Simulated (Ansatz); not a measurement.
C3H9BSi, SMILES `C[SiH]1BCC1`. Charge 0, multiplicity 1. Geometry: relaxed with PBE0-D4/def2-TZVP.

```xyz
14

C    -1.248    1.577   -0.502
Si   -0.829   -0.254   -0.451
B     1.036   -0.748   -1.070
C     1.451   -0.655    0.443
C     0.070   -0.780    1.148
H    -2.076    1.798    0.177
H    -0.391    2.184   -0.200
H    -1.543    1.883   -1.508
H    -2.047   -1.034   -0.829
H     1.697   -1.057   -2.015
H     1.807    0.389    0.528
H     2.269   -1.270    0.835
H    -0.049   -0.206    2.068
H    -0.147   -1.827    1.376
```

(1) What is the dipole moment at PBE/def2-TZVPP? (Best estimate.)

(2) And with r2SCAN, B3LYP, ωB97M-V? (Estimate.)

(3) Give the Mulliken charges with PBE, B3LYP, r2SCAN in def2-TZVPP. (An estimate is asked.)

Results:

(1) Computed: 0.93 D, with components (0.28, 0.68, 0.58) D in this frame, pointing from negative to positive charge.

(2) The calculation gave: r2SCAN 0.90 D, B3LYP 0.78 D, ωB97M-V 0.79 D.

(3) The calculation gave: 
```tsv
atom	PBE	B3LYP	r2SCAN
C1	-0.36	-0.38	-0.29
Si2	0.16	0.24	0.28
B3	-0.03	-0.03	-0.04
C4	-0.13	-0.15	-0.07
C5	-0.22	-0.26	-0.21
H6	0.11	0.10	0.07
H7	0.10	0.10	0.06
H8	0.11	0.10	0.08
H9	-0.09	-0.11	-0.12
H10	0.04	0.05	0.02
H11	0.09	0.08	0.06
H12	0.08	0.09	0.05
H13	0.07	0.07	0.04
H14	0.09	0.09	0.06
```

B3LYP here is the variant with VWN-RPA as its local correlation; programs differ in this.
